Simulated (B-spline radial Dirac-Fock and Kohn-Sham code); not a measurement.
**Two-hole binding energies of Re⁺**

System: the Re⁺ ion, [Xe] 4f14 5d5 6s1.

Input file task.json (cfg lists n, l and occupation; rrms is the nuclear radius in fm):

```json
{"items": [{
  "Z": 75,
  "q": 1,
  "cfg": [[1, 0, 2], [2, 0, 2], [2, 1, 6], [3, 0, 2], [3, 1, 6], [3, 2, 10], [4, 0, 2], [4, 1, 6], [4, 2, 10], [4, 3, 14], [5, 0, 2], [5, 1, 6], [5, 2, 5], [6, 0, 1]],
  "A": 187,
  "rrms": 5.3698,
  "do": ["binding", "quiet", "double"]
}]}
```

Command: `python xray_run.py task.json out`

Calculated with an atomic code on a B-spline grid, using Dirac-Fock ΔSCF + Breit + QED. U is the two-hole binding energy less the two single-hole energies, the effective repulsion of the holes after relaxation. Each two-hole energy is an average over J within one jj subconfiguration.

| holes | E(a) (eV) | E(b) (eV) | E(ab) (eV) | U (eV) |
| --- | --- | --- | --- | --- |
| 1s⁻¹ 3p1/2⁻¹ | 71690.6 | 2703.4 | 74515.2 | 121.2 |
| 1s⁻¹ 3p3/2⁻¹ | 71690.6 | 2390.5 | 74184.1 | 103.0 |
| 2p1/2⁻² | 11977.4 | 11977.4 | 24243.1 | 288.4 |
| 2p1/2⁻¹ 3s⁻¹ | 11977.4 | 2957.9 | 15022.5 | 87.2 |
| 2s⁻¹ 3d3/2⁻¹ | 12553.3 | 1968.5 | 14617.2 | 95.3 |
| 2s⁻¹ 3d5/2⁻¹ | 12553.3 | 1901.9 | 14547.1 | 91.8 |
| 2p1/2⁻¹ 3d3/2⁻¹ | 11977.4 | 1968.5 | 14039.9 | 94.0 |
| 2p3/2⁻¹ 3s⁻¹ | 10553.9 | 2957.9 | 13596.9 | 85.0 |
| 2p3/2⁻¹ 3d3/2⁻¹ | 10553.9 | 1968.5 | 12619.9 | 97.4 |
| 2p3/2⁻¹ 3d5/2⁻¹ | 10553.9 | 1901.9 | ? | ? |
| 3d5/2⁻² | 1901.9 | 1901.9 | 3872.6 | 68.7 |
| 4d3/2⁻¹ 4d5/2⁻¹ | 294.9 | 281.5 | 602.6 | 26.2 |
| 4f5/2⁻² | 59.42 | 59.42 | 142.5 | 23.7 |
| 4f7/2⁻² | 57.03 | 57.03 | 137.8 | 23.7 |

Question: Give the missing two-hole energy and U.

Answer: E(ab) = 12546.8 eV and U = 90.9 eV.
